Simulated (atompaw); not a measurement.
**Ranking PAW (atompaw) potentials for B**

All share these settings but for the change named:

```
Element                 : boron (B)
Generator               : atompaw 4.2.0.5
Type                    : PAW
Functional              : PBE
Relativity              : scalar-relativistic
Frozen core             : [He]
Valence charge          : 3
Reference configuration : 2s2 2p1
Partial waves           : 2s (bound): rc 3.00 bohr; 2s channel at 2.05 Ry: rc 1.20 bohr; 2p (bound): rc 3.00 bohr; 2p channel at 0.75 Ry: rc 3.00 bohr
Local potential         : vpsmatchnc scheme with l = 2 at -0.5 Ry, radius 2.65 bohr
Core correction         : smooth core density matched at 2.15 bohr
Augmentation charge     : besselshape compensation charge, radius 3.00 bohr; PAW radius 3.00 bohr; waves and projectors: custom polynom2 7 10 vanderbiltortho
```

Cutoff: the first of the cutoffs (Ry, on a coarse ladder) from which the occupation-weighted sum of valence levels, in a spherical-Bessel basis at the reference potential, stays within 10 and 1 mRy of its value at 400 Ry; the density cutoff is not measured.

The base gives 8 Ry.

Of 7 variants that were run, those that failed, showed a ghost or another fault, or gave nearly equal values are left out.

A variant can come out equal or close to the base.

Q: Rank these variants from softest to hardest (loose cutoff).
A. reference 2s2 2p0
B. wave 2p (bound): rc 3.00 bohr becomes 2p (bound): rc 1.86 bohr
C. all radii scaled by about 0.95 (s 2.86, p 2.86 bohr); local potential vpsmatchnc scheme with l = 2 at -0.5 Ry, radius 2.52 bohr; augmentation besselshape compensation charge, radius 2.86 bohr; PAW radius 2.86 bohr; waves and projectors: custom polynom2 7 10 vanderbiltortho; core correction smooth core density matched at 2.04 bohr
D. wave 2s (bound): rc 3.00 bohr becomes 2s (bound): rc 2.80 bohr

A: A (6 Ry), D (8 Ry), C (10 Ry), B (12 Ry).
